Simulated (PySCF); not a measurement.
# Shapes and spin states of OsH₃⁺

Level of theory: PBE0 in PySCF with Os def2-TZVP with ECP60, H def2-TZVP; scalar-relativistic core potentials, no spin–orbit coupling; density-fitted integrals.

Relaxations began from a few typed shapes and spin states; open shells are unrestricted. The search is not exhaustive: other isomers or separated fragments can lie lower, and high-lying points may rest on an excited occupation.

(1) Which is the lowest minimum found?
A. singlet (closed shell, unstable to spin polarisation) D3h: Os–H 1.578 Å (×3); H–Os–H 120.0° (×3)
B. triplet Cs: Os–H 1.573 Å (×3); H–Os–H 52.7°, H–Os–H 87.0° (×2)
C. triplet Cs: Os–H 1.567 Å, Os–H 1.580 Å (×2); H–Os–H 76.4° (×2), H–Os–H 78.8°
D. singlet (closed shell, unstable to spin polarisation) C3v: Os–H 1.573 Å (×3); H–Os–H 114.6° (×3)
E. quintet C2v: Os–H 1.620 Å (×2), Os–H 1.710 Å; H–Os–H 88.4°, H–Os–H 135.8° (×2)
F. quintet C2v: Os–H 1.583 Å, Os–H 1.667 Å (×2); H–Os–H 70.6° (×2), H–Os–H 141.3°
G. quintet Cs: H–H 0.811 Å, Os–H 1.621 Å, Os–H 1.941 Å (×2); H–H–Os 77.9° (×2), H–Os–H 24.1°, H–Os–H 153.4° (×2)
H. triplet Cs: Os–H 1.568 Å, Os–H 1.581 Å (×2); H–Os–H 79.6° (×2), H–Os–H 100.7°

Answers

(1) B. The others lie at 19.6 (triplet Cs), 19.8 (triplet Cs, a saddle point), 66.9 (quintet Cs), 137.4 (singlet C3v), 146.6 (singlet D3h, a saddle point), 147.4 (quintet C2v), 163.7 (quintet C2v, a saddle point) kJ/mol above it.

Formally Os is in oxidation state +4, d4, with 2 unpaired electrons (the high-spin count would be 4). The Mulliken spin on Os is 2.18. The polar-tensor charge on Os, 0.86, is far below the formal one.

For the lowest minimum: with open d or f shells other occupations or spin states may lie lower. No spin–orbit coupling is included, which matters more the heavier the element.
